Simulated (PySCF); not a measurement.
PySCF input for Cl3Y, SMILES [Cl][Y+]([Cl])[Cl] (connectivity only; charge and spin as stated), charge +1, multiplicity 2, TDA-PBE/def2-SVPD. Geometry optimised at PBE0-D3(BJ)/def2-SVP. A frequency run showed that this geometry is not a minimum. The spin state was assumed, not searched. The def2 effective core potentials stand for the cores of Y; spin–orbit coupling is left out.

```python
import numpy as np
from pyscf import gto, scf, dft, tdscf

mol = gto.M(
    atom='''
    Y    -0.00000001    0.00000000   -0.63569534
    Cl    1.87730521    1.08386267    0.48611996
    Cl   -1.87730520    1.08386266    0.48611997
    Cl    0.00000001   -2.16772533    0.48611996
    ''',
    basis='def2-SVPD',
    ecp={'Y': 'def2-svp'},
    charge=1,
    spin=1,
    max_memory=1600,
    verbose=4,
)
mf = dft.UKS(mol, xc='pbe').density_fit(auxbasis='def2-universal-jkfit')
mf.grids.level = 3
mf.conv_tol = 1e-9
mf.max_cycle = 100
mf.kernel()
fine, coarse = mf.grids, dft.Grids(mol).set(level=1).build(with_non0tab=True)
for _ in range(3):  # follow internal instabilities
    mf.grids = coarse
    mo, _, stable, _ = mf.stability(return_status=True, nroots=4)
    mf.grids = fine
    if stable:
        break
    mf.kernel(mf.make_rdm1(mo, mf.mo_occ))
mf.grids = dft.Grids(mol).set(level=1).build(with_non0tab=True)  # coarser grid for the response kernel
td = tdscf.TDA(mf)
td.nstates = 10
td.conv_tol = 1e-4
td.positive_eig_threshold = 1e-6
td.kernel(x0=td.get_init_guess(mf, 15))
td.analyze(verbose=3)
```

Log of the run:

```
PySCF version 2.14.0

[INPUT] verbose = 4
[INPUT] num. atoms = 4
[INPUT] num. electrons = 61
[INPUT] charge = 1
[INPUT] spin (= nelec alpha-beta = 2S) = 1
[INPUT] symmetry False subgroup None
[INPUT] Mole.unit = angstrom
[INPUT] Symbol           X                Y                Z      unit          X                Y                Z       unit  Magmom
[INPUT]  1 Y     -0.000000010000   0.000000000000  -0.635695340000 AA   -0.000000018897   0.000000000000  -1.201290091262 Bohr   0.0
[INPUT]  2 Cl     1.877305210000   1.083862670000   0.486119960000 AA    3.547592699119   2.048203602940   0.918633588085 Bohr   0.0
[INPUT]  3 Cl    -1.877305200000   1.083862660000   0.486119970000 AA   -3.547592680222   2.048203584043   0.918633606982 Bohr   0.0
[INPUT]  4 Cl     0.000000010000  -2.167725330000   0.486119960000 AA    0.000000018897  -4.096407186982   0.918633588085 Bohr   0.0

nuclear repulsion = 243.823064217101
number of shells = 45
number of NR pGTOs = 195
number of NR cGTOs = 115
basis = def2-SVPD
ecp = {'Y': 'def2-svp'}


[settings echo left out]
init E= -1412.97143607754
  alpha nocc = 31  HOMO = -0.500851039514414  LUMO = -0.46568550550794
  beta  nocc = 30  HOMO = -0.511888694389186  LUMO = -0.500851039514412

WARN: HOMO -0.500851039514414 >= LUMO -0.500851039514412

cycle= 1 E= -1413.89833928839  delta_E= -0.927  |g|= 2.75  |ddm|= 4.14
  alpha nocc = 31  HOMO = -0.169532193433274  LUMO = -0.101090079175244

WARN: beta  nocc = 30  HOMO -0.167040306063288 >= LUMO -0.167040135492283


WARN: HOMO -0.167040306063288 >= LUMO -0.167040135492283

cycle= 2 E= -1396.30686854596  delta_E= 17.6  |g|= 3.39  |ddm|= 6.23
  alpha nocc = 31  HOMO = -0.621498329122031  LUMO = -0.602456149280428
  beta  nocc = 30  HOMO = -0.622500975175218  LUMO = -0.608226090818318
  HOMO = -0.621498329122  LUMO = -0.608226090818  gap/eV = 0.36116
cycle= 3 E= -1409.23815749962  delta_E= -12.9  |g|=  3.8  |ddm|=  6.9
  alpha nocc = 31  HOMO = -0.633617785236422  LUMO = -0.619976334682462
  beta  nocc = 30  HOMO = -0.64907806088396  LUMO = -0.62720255380118
  HOMO = -0.633617785236  LUMO = -0.627202553801  gap/eV = 0.17457
cycle= 4 E= -1403.59317840509  delta_E= 5.64  |g|=  3.9  |ddm|= 2.45
  alpha nocc = 31  HOMO = -0.571273107978939  LUMO = -0.555434326921782
  beta  nocc = 30  HOMO = -0.612219183742279  LUMO = -0.562418212289744
  HOMO = -0.571273107979  LUMO = -0.56241821229  gap/eV = 0.24095
cycle= 5 E= -1408.525674253  delta_E= -4.93  |g|= 3.77  |ddm|= 2.73
  alpha nocc = 31  HOMO = -0.576260757696953  LUMO = -0.539462385637466
  beta  nocc = 30  HOMO = -0.587719418451063  LUMO = -0.573182832210922
  HOMO = -0.576260757697  LUMO = -0.573182832211  gap/eV = 0.08375
cycle= 6 E= -1413.30192899713  delta_E= -4.78  |g|= 2.95  |ddm|= 2.43
  alpha nocc = 31  HOMO = -0.567858678103794  LUMO = -0.553006008367792
  beta  nocc = 30  HOMO = -0.580960550928623  LUMO = -0.564491321165994
  HOMO = -0.567858678104  LUMO = -0.564491321166  gap/eV = 0.09163
cycle= 7 E= -1410.11261339845  delta_E= 3.19  |g|= 3.38  |ddm|= 2.43
  alpha nocc = 31  HOMO = -0.56536913591223  LUMO = -0.550639228451547
  beta  nocc = 30  HOMO = -0.579899310894943  LUMO = -0.56274874382861
  HOMO = -0.565369135912  LUMO = -0.562748743829  gap/eV = 0.07130
cycle= 8 E= -1410.36105531361  delta_E= -0.248  |g|= 3.39  |ddm|= 0.167
  alpha nocc = 31  HOMO = -0.560278997242538  LUMO = -0.545428602889519
  beta  nocc = 30  HOMO = -0.578153494195424  LUMO = -0.559506429470658

WARN: HOMO -0.560278997242538 >= LUMO -0.559506429470658

cycle= 9 E= -1410.86085566984  delta_E= -0.5  |g|= 3.38  |ddm|= 0.297
  alpha nocc = 31  HOMO = -0.580946539328015  LUMO = -0.545452474179701
  beta  nocc = 30  HOMO = -0.587127984257441  LUMO = -0.566061719572425
  HOMO = -0.580946539328  LUMO = -0.566061719572  gap/eV = 0.40504
cycle= 10 E= -1413.23545113537  delta_E= -2.37  |g|= 2.95  |ddm|= 1.84
  alpha nocc = 31  HOMO = -0.479161459208902  LUMO = -0.17658934565171
  beta  nocc = 30  HOMO = -0.478642338779538  LUMO = -0.469955989732757
  HOMO = -0.47864233878  LUMO = -0.469955989733  gap/eV = 0.23637
cycle= 11 E= -1415.07316218651  delta_E= -1.84  |g|= 1.99  |ddm|= 4.35
  alpha nocc = 31  HOMO = -0.424150693124704  LUMO = -0.238730503370392
  beta  nocc = 30  HOMO = -0.428242788660511  LUMO = -0.420633594800321
  HOMO = -0.424150693125  LUMO = -0.4206335948  gap/eV = 0.09571
cycle= 12 E= -1417.57843522803  delta_E= -2.51  |g|= 0.522  |ddm|= 2.35
  alpha nocc = 31  HOMO = -0.403158592088747  LUMO = -0.307795997204465
  beta  nocc = 30  HOMO = -0.414498630498702  LUMO = -0.396222361920221
  HOMO = -0.403158592089  LUMO = -0.39622236192  gap/eV = 0.18874
cycle= 13 E= -1417.42706007856  delta_E= 0.151  |g|= 0.747  |ddm|= 1.65
  alpha nocc = 31  HOMO = -0.471258130022749  LUMO = -0.312780149948582
  beta  nocc = 30  HOMO = -0.466902186377019  LUMO = -0.460957094498387
  HOMO = -0.466902186377  LUMO = -0.460957094498  gap/eV = 0.16177
cycle= 14 E= -1417.7458859585  delta_E= -0.319  |g|= 0.288  |ddm|= 0.771
  alpha nocc = 31  HOMO = -0.457013419673027  LUMO = -0.307540592125317
  beta  nocc = 30  HOMO = -0.45486384545717  LUMO = -0.450441842099683
  HOMO = -0.454863845457  LUMO = -0.4504418421  gap/eV = 0.12033
cycle= 15 E= -1417.71458170075  delta_E= 0.0313  |g|= 0.337  |ddm|= 0.958
  alpha nocc = 31  HOMO = -0.47306957104852  LUMO = -0.302755414306328
  beta  nocc = 30  HOMO = -0.468312802710005  LUMO = -0.461795582522913
  HOMO = -0.46831280271  LUMO = -0.461795582523  gap/eV = 0.17734
cycle= 16 E= -1417.77610195245  delta_E= -0.0615  |g|= 0.22  |ddm|= 0.796
  alpha nocc = 31  HOMO = -0.485204055643941  LUMO = -0.299127210348162
  beta  nocc = 30  HOMO = -0.47627813487148  LUMO = -0.469650924282493
  HOMO = -0.476278134871  LUMO = -0.469650924282  gap/eV = 0.18034
cycle= 17 E= -1417.81901864018  delta_E= -0.0429  |g|= 0.0918  |ddm|= 0.675
  alpha nocc = 31  HOMO = -0.483332490877183  LUMO = -0.2969888572609
  beta  nocc = 30  HOMO = -0.476021388359464  LUMO = -0.469704751510324
  HOMO = -0.476021388359  LUMO = -0.46970475151  gap/eV = 0.17188
cycle= 18 E= -1417.82535526  delta_E= -0.00634  |g|= 0.0485  |ddm|= 0.374
  alpha nocc = 31  HOMO = -0.483748403141047  LUMO = -0.297896753617173
  beta  nocc = 30  HOMO = -0.47605773149704  LUMO = -0.469937693092799
  HOMO = -0.476057731497  LUMO = -0.469937693093  gap/eV = 0.16653
cycle= 19 E= -1417.82747622375  delta_E= -0.00212  |g|= 0.0179  |ddm|= 0.154
  alpha nocc = 31  HOMO = -0.484739553066272  LUMO = -0.29827222789992
  beta  nocc = 30  HOMO = -0.476719256070676  LUMO = -0.470510367118004
  HOMO = -0.476719256071  LUMO = -0.470510367118  gap/eV = 0.16895
cycle= 20 E= -1417.82768752796  delta_E= -0.000211  |g|= 0.0104  |ddm|= 0.0682
  alpha nocc = 31  HOMO = -0.484575208040973  LUMO = -0.297916917558476
  beta  nocc = 30  HOMO = -0.476830859103534  LUMO = -0.470476800667626
  HOMO = -0.476830859104  LUMO = -0.470476800668  gap/eV = 0.17290
cycle= 21 E= -1417.82778688598  delta_E= -9.94e-05  |g|= 0.00399  |ddm|= 0.0427
  alpha nocc = 31  HOMO = -0.484602443224843  LUMO = -0.297879851678727
  beta  nocc = 30  HOMO = -0.476775849612408  LUMO = -0.470377227985637
  HOMO = -0.476775849612  LUMO = -0.470377227986  gap/eV = 0.17412
cycle= 22 E= -1417.82780273601  delta_E= -1.59e-05  |g|= 0.000928  |ddm|= 0.00872
  alpha nocc = 31  HOMO = -0.484651491614349  LUMO = -0.297948348574161
  beta  nocc = 30  HOMO = -0.476810835148809  LUMO = -0.470395563043647
  HOMO = -0.476810835149  LUMO = -0.470395563044  gap/eV = 0.17457
cycle= 23 E= -1417.82780345497  delta_E= -7.19e-07  |g|= 0.0004  |ddm|= 0.00149
  alpha nocc = 31  HOMO = -0.48466639378909  LUMO = -0.297916150621207
  beta  nocc = 30  HOMO = -0.476815704547549  LUMO = -0.4703966222036
  HOMO = -0.476815704548  LUMO = -0.470396622204  gap/eV = 0.17467
cycle= 24 E= -1417.82780359555  delta_E= -1.41e-07  |g|= 9.76e-05  |ddm|= 0.000866
  alpha nocc = 31  HOMO = -0.484659361749688  LUMO = -0.297924028786457
  beta  nocc = 30  HOMO = -0.476809458079784  LUMO = -0.47039157877773
  HOMO = -0.47680945808  LUMO = -0.470391578778  gap/eV = 0.17464
cycle= 25 E= -1417.82780358686  delta_E= 8.7e-09  |g|= 0.000128  |ddm|= 0.000483
  alpha nocc = 31  HOMO = -0.484661479730657  LUMO = -0.297921551296588
  beta  nocc = 30  HOMO = -0.476809815021087  LUMO = -0.470391425059244
  HOMO = -0.476809815021  LUMO = -0.470391425059  gap/eV = 0.17465
cycle= 26 E= -1417.82780360103  delta_E= -1.42e-08  |g|= 4.86e-05  |ddm|= 0.000204
  alpha nocc = 31  HOMO = -0.484662378934142  LUMO = -0.29792232840879
  beta  nocc = 30  HOMO = -0.476809893984121  LUMO = -0.470391444885679
  HOMO = -0.476809893984  LUMO = -0.470391444886  gap/eV = 0.17465
cycle= 27 E= -1417.82780360329  delta_E= -2.26e-09  |g|= 1.39e-05  |ddm|= 0.000102
  alpha nocc = 31  HOMO = -0.484662695318681  LUMO = -0.297922365160538
  beta  nocc = 30  HOMO = -0.47681015356396  LUMO = -0.470391866177588
  HOMO = -0.476810153564  LUMO = -0.470391866178  gap/eV = 0.17465
cycle= 28 E= -1417.82780360348  delta_E= -1.87e-10  |g|= 4.57e-06  |ddm|= 2.68e-05
  alpha nocc = 31  HOMO = -0.484661279967092  LUMO = -0.297922331215673
  beta  nocc = 30  HOMO = -0.476809163040806  LUMO = -0.470391509256734
  HOMO = -0.476809163041  LUMO = -0.470391509257  gap/eV = 0.17463
Extra cycle  E= -1417.82780359957  delta_E= 3.91e-09  |g|= 6.18e-05  |ddm|= 0.000172
converged SCF energy = -1417.82780359957  <S^2> = 0.75293365  2S+1 = 2.0029315
tot grids = 26952
uhf_internal: lowest eigs of H = [0.02226312 0.02232577 0.04893449 0.08469446]
<class 'pyscf.df.df_jk.DFUKS'> wavefunction is stable in the internal stability analysis
tot grids = 26952
Overwritten attributes  positive_eig_threshold  of <class 'pyscf.tdscf.uks.TDA'>


******** <class 'pyscf.tdscf.uks.TDA'> for <class 'pyscf.df.df_jk.DFUKS'> ********
nstates = 10
deg_eia_thresh = 1.000e-03
wfnsym = None
conv_tol = 0.0001
eigh lindep = 1e-12
eigh level_shift = 0
eigh max_cycle = 100


Excitation energies (eV)
[0.30517139 0.30525719 0.68469357 1.16748918 1.16766506 1.32277302
 1.97097099 1.97125736 4.85758322 4.85803932]

** Excitation energies and oscillator strengths **
Excited State   1:      0.30517 eV   4062.77 nm  f=0.0004
Excited State   2:      0.30526 eV   4061.63 nm  f=0.0004
Excited State   3:      0.68469 eV   1810.80 nm  f=0.0000
Excited State   4:      1.16749 eV   1061.97 nm  f=0.0008
Excited State   5:      1.16767 eV   1061.81 nm  f=0.0008
Excited State   6:      1.32277 eV    937.31 nm  f=0.0000
Excited State   7:      1.97097 eV    629.05 nm  f=0.1233
Excited State   8:      1.97126 eV    628.96 nm  f=0.1233
Excited State   9:      4.85758 eV    255.24 nm  f=0.0058
Excited State  10:      4.85804 eV    255.21 nm  f=0.0058
```

The run converged.
